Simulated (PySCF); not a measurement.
Ethylbutylamine, C6H15N.
Numbering: `[CH3:1][CH2:2][CH2:3][CH2:4][NH:5][CH2:6][CH3:7]` (hydrogens: H8, H9, H10 on C1; H11, H12 on C2; H13, H14 on C3; H15, H16 on C4; H17 on N5; H18, H19 on C6; H20, H21, H22 on C7)

Geometry (PBE0-D3(BJ)/def2-SVP, Å), atoms numbered from 1 in this order:
```
atom  x, y, z in Å
C1    -3.606   -0.564    0.013
C2    -2.493    0.460    0.167
C3    -1.098   -0.149    0.154
C4     0.012    0.883    0.356
N5     1.368    0.386    0.370
C6     1.873   -0.133   -0.881
C7     3.331   -0.532   -0.755
H8    -3.512   -1.116   -0.936
H9    -3.580   -1.307    0.827
H10   -4.600   -0.091    0.026
H11   -2.634    1.023    1.107
H12   -2.566    1.210   -0.640
H13   -0.943   -0.685   -0.798
H14   -1.023   -0.916    0.948
H15   -0.059    1.649   -0.437
H16   -0.170    1.421    1.304
H17    1.486   -0.305    1.109
H18    1.775    0.665   -1.638
H19    1.294   -0.995   -1.279
H20    3.931    0.316   -0.393
H21    3.455   -1.361   -0.039
H22    3.738   -0.868   -1.721
```

All values: PBE0/def2-SVPD (PySCF, non-relativistic), on one gas-phase PBE0-D3(BJ)/def2-SVP geometry that isn't relaxed in the solvent. The solvent is an IEF-PCM continuum (Bondi radii, 1.10 Å for H, scaled by 1.2), and excitations are vertical TDDFT with non-equilibrium linear response and a frozen core. Specific hydrogen bonds and non-electrostatic terms are outside this model.

Gas-phase singlets (H = HOMO, L = LUMO):

| state | E (eV) | λ (nm) | f | leading configurations |
| --- | --- | --- | --- | --- |
| S1 | 5.835 | 212 | 0.009 | H→L 76%, H→L+1 17% |
| S2 | 6.289 | 197 | 0.004 | H→L+1 65%, H→L 16% |
| S3 | 6.448 | 192 | 0.009 | H→L+3 86%, H→L+1 11% |
| S4 | 6.551 | 189 | 0.005 | H→L+2 84% |
| S5 | 6.916 | 179 | 0.033 | H→L+4 93% |

Question: What are the lowest 5 singlets in chloroform (ε = 4.711)?

Answer: 
| state | E (eV) | λ (nm) | f | leading configurations | change by rank (eV) |
| --- | --- | --- | --- | --- | --- |
| S1 | 5.991 | 207 | 0.013 | H→L 77%, H→L+1 16% | +0.156 |
| S2 | 6.453 | 192 | 0.003 | H→L+1 71%, H→L 13% | +0.164 |
| S3 | 6.587 | 188 | 0.012 | H→L+3 72%, H→L+2 21% | +0.139 |
| S4 | 6.649 | 186 | 0.010 | H→L+2 64%, H→L+3 18% | +0.098 |
| S5 | 7.034 | 176 | 0.044 | H→L+4 91% | +0.118 |

Question: What are the lowest 5 singlets in dimethylsulfoxide (ε = 46.83)?

Answer: 
| state | E (eV) | λ (nm) | f | leading configurations | change by rank (eV) |
| --- | --- | --- | --- | --- | --- |
| S1 | 6.068 | 204 | 0.014 | H→L 78%, H→L+1 15% | +0.233 |
| S2 | 6.533 | 190 | 0.002 | H→L+1 74%, H→L 12% | +0.244 |
| S3 | 6.648 | 186 | 0.012 | H→L+2 50%, H→L+3 41% | +0.200 |
| S4 | 6.716 | 185 | 0.012 | H→L+3 50%, H→L+2 33% | +0.165 |
| S5 | 7.096 | 175 | 0.046 | H→L+4 89% | +0.180 |

Question: The ground-state energy changes by -0.138 eV from gas to dimethylsulfoxide. By how much does the total energy of gas-phase S1 change?

Answer: E(S1) = E(S0) + excitation energy, so it changes by -0.138 + 0.233 = +0.095 eV: it isn't lowered at all, while the ground state is. This is the vertical state, with the slow part of the continuum still set for S0.

Question: How do the frontier levels move from gas to dimethylsulfoxide?

Answer: 
| orbital | gas (eV) | solvent (eV) | change (eV) |
| --- | --- | --- | --- |
| LUMO+2 | 1.36 | 1.48 | +0.12 |
| LUMO+1 | 1.04 | 1.19 | +0.15 |
| LUMO | 0.79 | 0.97 | +0.18 |
| HOMO | -6.21 | -6.27 | -0.06 |
| HOMO-1 | -8.98 | -8.80 | +0.18 |
| HOMO-2 | -9.32 | -9.16 | +0.16 |
| HOMO-3 | -9.49 | -9.37 | +0.12 |

The HOMO–LUMO gap goes from 7.00 to 7.24 eV. Rows go by rank; for HOMO-3 and HOMO-2 the atom shares or the degeneracy differ between the runs, so the row needn't follow one orbital.
